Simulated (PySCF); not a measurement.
1-bromocyclobutene (C4H5Br), SMILES C1CCC=1Br. The structure is a stationary point at PBE0-D3(BJ)/def2-SVP.

Level of theory: PBE0-D3(BJ)/def2-SVP in PySCF.

Harmonic wavenumbers (cm⁻¹): 202, 270, 394, 399, 767, 874, 882, 928, 947, 1032, 1085, 1150, 1156, 1189, 1217, 1293, 1435, 1462, 1683, 3068, 3084, 3130, 3149, 3251. Rotational constants (GHz): 12.42, 1.653, 1.486; symmetry number 1.

### Question
Work out the zero-point energy and the ideal-gas rigid-rotor harmonic-oscillator thermochemistry at 298.15 K and 1 atm.

### Answer
ZPE = ½ Σ hcν = ½ × 34050 cm⁻¹ = 48.68 kcal/mol. H − E(el) = 52.36 kcal/mol. Entropy in cal/(mol K): translation 40.57, rotation 26.76, vibration 6.83, total 74.16. G − E(el) = 30.25 kcal/mol. Cp = 19.03 cal/(mol K).
